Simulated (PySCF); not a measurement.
How methods differ on the excitation energy of C⁺

C⁺ [He] 2s2 2p1 (2P) → C⁺ [He] 2s1 2p2, s spin flipped, as a difference of total energies. Calculation: PySCF 2.14, in aug-cc-pV5Z (7s6p5d4f3g2h, 127 functions); the non-relativistic Hamiltonian (point nucleus). Correlated levels: valence: 1s2 frozen. The calculations carry no spin-orbit coupling.

```
           method  excitation energy (eV)
              UHF                  10.615
              LDA                   8.349
              PBE                   8.558
             PBE0                   9.092
           r2SCAN                   9.091
            TPSSh                   9.166
           PBEsol                   8.498
        BHandHLYP                   9.544
    MP2 (valence)                   9.829
SCS-MP2 (valence)                   9.768
```

How much does correlation contribute at MP2 (valence)?

9.829 − (10.615) = -0.786 eV, measured against UHF.

The upper determinant mixes two multiplicities, so it lies between the two terms.
